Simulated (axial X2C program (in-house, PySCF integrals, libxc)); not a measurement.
**Nuclear properties of GaN**

Computed with an in-house all-electron X2C program for linear molecules (integrals from PySCF): two-component X2C with atomic mean-field Coulomb and Gaunt terms, Gaussian nuclei, basis Ga dyall-cv3z, N dyall-av3z with contracted cores.

R = 1.843 Å (near the PBE0 minimum at charge 0 of the determinant lowest at the starting distance; the state shown can have its own minimum elsewhere).

Determinant lowest in the PBE0 search, Ω = 1 (⟨Sz⟩ = 1.00, ⟨Lz⟩ = 0.00 at PBE0), spin on the atoms Ga 0.03, N 0.97:

| level | Eeff magnitude (GV/cm) | Ws magnitude Ga (kHz) | A∥/gI Ga (MHz) | qzz Ga (a.u.) | A∥/gI N (MHz) | qzz N (a.u.) | μ (D) |
| --- | --- | --- | --- | --- | --- | --- | --- |
| PBE0 | 0.0954 | 0.0539 | -13.9 | -4.19 | -92 | -1.55 | -1.18 |
| HF | 0.298 | 0.135 | -13.6 | -4.40 | -41.7 | -1.42 | -1.23 |
| PBE50 | 0.128 | 0.066 | -11.3 | -4.30 | -84.5 | -1.50 | -1.21 |
| TPSSh | 0.0342 | 0.0275 | -2.48 | -4.17 | -84.4 | -1.56 | -1.11 |
| LDA | 0.163 | 0.0841 | -27.8 | -4.14 | -113 | -1.59 | -1.14 |

Eeff is the effective electric field on the electron electric dipole moment in this Ω state and Ws the scalar–pseudoscalar constant of the nucleus named (defined with the proton number Z and per Ω); A∥ (defined per Ω) follows by multiplying with gI = μI/(I μN); qzz is the electric field gradient, eQq0 = 234.96 MHz × Q/barn × qzz; μ is positive if the N end (last atom) is positive. The operators were transformed with the bare-nucleus X2C matrices; with these basis sets, hyperfine constants and field gradients can be off by tens of per cent, and where levels differ in sign neither size nor sign is settled.

Problem. With Q(69Ga) = 0.171 barn, Q(14N) = 0.02044 barn (Q from Pyykkö, Mol. Phys. 2018), turn the PBE0 values of the first state into constants in MHz.

Solution. eQq0(69Ga) = 234.96 × (0.171) × (-4.19) = -168 MHz; eQq0(14N) = 234.96 × (0.02044) × (-1.55) = -7.44 MHz.

Each state is one determinant with collinear spin, which with several unpaired electrons need not be a pure state. Unrestricted Hartree–Fock can overshoot spin polarisation at the nuclei. With several open shells hyperfine constants can be off by a factor of several. Where Eeff spreads by more than a factor of two the levels disagree and none is to be relied on. Open-shell Ω = 0 determinants with evenly filled partner blocks cannot be reached by this program, so the Ω shown need not be the lowest component. At LDA a later determinant lies lower. States lie within half an eV, so the first need not be the ground state. Further determinants of the search, some of them spin-mixed, are not shown. Where a field gradient or hyperfine factor spreads by more than a factor of two over the levels, a constant derived from it is not to be relied on.
